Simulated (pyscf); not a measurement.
PySCF, gas phase, ωB97X-D3(BJ)/def2-SVP geometries.

SMILES: [Cl][GeH2][SnH]([Cl])[Cl]
```xyz
8

Cl    -2.2562     0.6725     0.1841
Ge    -1.3239    -1.2765     0.0467
Sn     0.9041    -0.7809    -1.1108
Cl     0.4332    -0.5265    -3.3846
Cl     2.2311    -2.7017    -0.9408
H     -2.2157    -2.1744    -0.8103
H     -1.1519    -1.8132     1.4694
H      1.8528     0.5432    -0.6324
```

Problem. How much does it cost (ΔH, 298 K, ωB97M-D3(BJ)/def2-TZVP) to split `[Cl][GeH2][SnH]([Cl])[Cl]` at its Ge–Sn bond into Cl–GeH₂• + Cl–SnH•–Cl?

Solution. Ge–Sn to Cl–GeH₂• + Cl–SnH•–Cl: 56.2 kcal/mol. The 7 functionals that were run give +50.7 (M06-2X) to +66.7 kcal/mol (ωB97X-D3(BJ)). Cl–GeH₂–SnH(Cl)–Cl lies 6.7 kcal/mol over its isomer Cl–Sn(Cl)(Cl)–GeH₃, and others may lie lower still (electronic energy, ωB97M-D3(BJ)). Elements up to Kr have no core potential and no relativistic terms here. Elements past Kr carry the def2 core potentials, without spin-orbit coupling.
